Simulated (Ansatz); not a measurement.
Consider the substitution at a C–In bond: `C=[C](F)[InH][CH3]` + `[OH][Mg][OH]` → `C[O][Mg][OH]` + `C=[C](F)[InH2]`.

Computed with Ansatz on PBE0-D4/def2-TZVP structures; ΔE is electronic, products minus reactants. CBS: MP2 limit from def2 TZ/QZ plus the TZ coupled-cluster correction, frozen cores. Functionals use def2-TZVPP. def2 core potentials past Kr. For In, Mg outer-core shells are correlated without core-valence functions, which leaves a few kJ/mol of doubt a bond. One conformer a species, not always the lowest.

| level | ΔE (kcal/mol) |
| --- | --- |
| PBE-D4 | 19.1 |
| ωB97X-V | 18.2 |
| PBE | 18.9 |
| BHLYP | 17.1 |
| RPA@PBE/def2-TZVPP | 18.5 |
| CCSD/def2-SVP | 13.4 |
| HF/def2-QZVPP | 14.6 |
| SCS-MP2/def2-QZVPP | 21.3 |

**Question.** What does CCSD(T)/CBS give? (An estimate is asked.)

**Answer.** The calculation gave: +21.4 kcal/mol. The listed levels differ from it by -2.3, -3.2, -2.5, -4.3, -2.9, -8.0, -6.8, -0.1 kcal/mol.

Largest T1 diagnostic among the species: 0.014.

At CCSD(T), def2-SVP lies −7.8 kcal/mol from the extrapolated value and def2-TZVPP −1.1 kcal/mol. Leaving LDA and LC-ωPBE aside and taking each functional with its dispersion term where it has one, the values, not all of them listed here, spread over 3.5 kcal/mol, from B97M-V to PBE-QIDH. LDA lies −1.1 kcal/mol from PBE without D4.
